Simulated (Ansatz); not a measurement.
Wavefunction ladder for `CBCCF`

```xyz
13

C     0.741   -1.607   -0.026
B     0.496   -0.357   -0.923
C    -0.252    0.944   -0.486
C    -0.744    1.023    0.932
F    -1.391    2.230    1.165
H     0.025   -2.370   -0.370
H     0.583   -1.476    1.046
H     1.724   -2.055   -0.197
H     0.873   -0.399   -2.064
H    -1.091    1.092   -1.182
H     0.415    1.792   -0.699
H    -1.460    0.226    1.155
H     0.081    0.957    1.649
```

Total charge 0; spin multiplicity 1. All single points use the PBE0-D4/def2-TZVP geometry. It is one conformer, not always the lowest. Frozen core, restricted reference, Ansatz 0.2.0. CBS rows extrapolate triple and quadruple zeta; past MP2 they add the triple-zeta difference.

```tsv
basis	HF (Eh)	MP2 corr.	CCSD corr.	(T)	CCSD(T) total
def2-TZVPP	?	-0.87216	-0.92060	-0.03218	?
def2-QZVPP	-242.48801	?	–	–	–
CBS(def2)	?	?	-1.03174	as TZ	?
```

(1) Fill in the withheld values. (An estimate is asked.)

## Answers

(1) The calculation gave: def2-TZVPP HF (Eh): -242.47677; def2-TZVPP CCSD(T) total: -243.42955; def2-QZVPP MP2 corr.: -0.93600; CBS(def2) HF (Eh): -242.48956; CBS(def2) MP2 corr.: -0.98329; CBS(def2) CCSD(T) total: -243.55348.
